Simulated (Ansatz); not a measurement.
Reactions of `CB[S][GeH3]`.

Calculated with Ansatz (gas phase, PBE0-D4/def2-TZVP geometries, no zero-point term in ΔE). CCSD(T)/CBS is the MP2 limit (def2-TZVPP, def2-QZVPP) plus CCSD(T) − MP2 in def2-TZVPP, frozen cores. Double bonds are as drawn, so ΔE can hold a change between cis and trans. Functionals use def2-TZVPP. For Br, Ge outer-core shells are correlated without core-valence functions, which leaves a few kJ/mol of doubt a bond. Scalar relativity is left out up to krypton. Each species was taken in one conformer, which may not be the lowest.

```tsv
reaction	CCSD(T)/CBS(def2) (kJ/mol)
`CB[S][GeH3]` + `C=C[SiH3]` → `C=[CH][GeH3]` + `CBS[SiH3]`	2
`CB[S][GeH3]` + `BC#C` → `C#CBBC` + `[SH][GeH3]`	104
`CB[S][GeH3]` + `[SiH3]/C=C/Br` → `CB/C=C/Br` + `[SiH3][S][GeH3]`	?
`CB[S][GeH3]` + `[Cl][GeH3]` → `C[BH][GeH2][Cl]` + `[SH][GeH3]`	94
`CB[S][GeH3]` + `N[SiH2]S` → `N[SiH2][S][GeH3]` + `CBS`	-11
```

(1) Fill in the missing values. (Best estimate.)

Largest T1 diagnostic: 0.014, for `BC#C`.

Answers

(1) Computed: `CB[S][GeH3]` + `[SiH3]/C=C/Br` → `CB/C=C/Br` + `[SiH3][S][GeH3]`: +7.4 kJ/mol.
